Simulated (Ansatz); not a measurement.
The molecule SbF, multiplicity 3 (the spin of the measured ground state). No spin–orbit coupling.

D_e counts from the fitted minimum to each atom's lowest state at the same level, without counterpoise.

Correlated levels freeze the inner cores; with def2 sets outer-core shells near the valence are correlated too.

Programs: Ansatz (Gaussian basis) for Hartree–Fock, density functionals and correlated methods. Values without a source in brackets are computed. In def2 rows elements past Kr take small-core potentials, without spin–orbit coupling.

| level | bond energy D_e (kJ/mol) |
|---|---|
| SVWN5/def2-TZVPP | 516.0 |
| PBE/def2-TZVPP | 435.1 |
| r2SCAN/def2-TZVPP | 406.8 |
| B97M-V/def2-TZVPP | 421.0 |
| CAM-B3LYP/def2-TZVPP | 415.1 |
| wB97M-V/def2-TZVPP | 403.7 |
| CCSD/def2-TZVPP | 356.8 |
| CCSD/def2-QZVPP | ___ |
| CCSD(T)/def2-TZVPP | ___ |

### Question
What belongs in the gaps?

### Answer

- CCSD/def2-QZVPP, bond energy D_e (kJ/mol): 379.3
- CCSD(T)/def2-TZVPP, bond energy D_e (kJ/mol): 371.3

Ansatz is a first-principles code.
